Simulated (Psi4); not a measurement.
Cl$_{2}$Sn, charge -1, doublet, at a GFN2-xTB geometry (such geometries of metal compounds can be far from the true shape) (a state made from the parent by changing its charge; the spin is typed, not shown lowest) (all electrons, no relativity) (a gas-phase anion, which may not be bound at this level). Base run: HF/3-21G in Psi4 1.11.

Input for Psi4:
```
memory 2 GB

molecule {
-1 2
Sn    0.01076359   -0.01024665    0.63912643
Cl    1.23230621    1.55893049   -0.93616015
Cl   -1.26396382   -1.52879329   -0.94362347
}

set {
  basis 3-21g
  reference uhf
  scf_type pk
  stability_analysis check
}

energy('scf')
print_variables()
```

The bond that is stretched is that between atoms 2 and 1. A test that says stable can miss a lower solution.

Each row names what was changed in the base input (with any setting that the change needs).

```csv
change,ΔE vs base (kcal/mol),<S^2>
base,0.000,0.757
stability_analysis = follow; reference = uhf,0.000,0.757
bond × 1.25,10.34,0.755
stability_analysis = follow; reference = uhf; bond × 1.25,10.34,0.755
bond × 1.5,25.34,0.755
stability_analysis = follow; reference = uhf; bond × 1.5,25.34,0.755
bond × 1.8,36.64,0.754
stability_analysis = follow; reference = uhf; bond × 1.8,36.64,0.754
bond × 2.2,43.75,0.754
stability_analysis = follow; reference = uhf; bond × 2.2,43.75,0.754
bond × 3.0,47.92,0.753
stability_analysis = follow; reference = uhf; bond × 3.0,47.92,0.753
```

A gas-phase anion may not be bound at this level; its values then depend on the basis.

On stretching, the SCF can end on different states; <S^2> shows the spin contamination of each.
